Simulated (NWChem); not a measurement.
# Correlation energy of Sn

```
Sn
```
Charge 0, spin multiplicity 3.

Everything below was run with NWChem.

Basis set: def2-SVP. Each correlation energy counts from its own Hartree-Fock reference.

Effective core potentials replace the inner electrons of Sn; spin-orbit coupling is left out. The correlated methods keep 4 core orbitals frozen. The stability of the SCF solutions was not checked. Open-shell Hartree-Fock references start from PBE0 orbitals. Coupled-cluster values serve here as a point of comparison, not as the truth.

Question: Order these methods by the correlation energy they give, lowest first: CCSD[T] on UHF, UMP2, CCSD on ROHF, SCS-UMP2.

Answer: CCSD on ROHF (-74.0 mHa), CCSD[T] on UHF (-72.2 mHa), UMP2 (-56.1 mHa), SCS-UMP2 (-55.3 mHa)
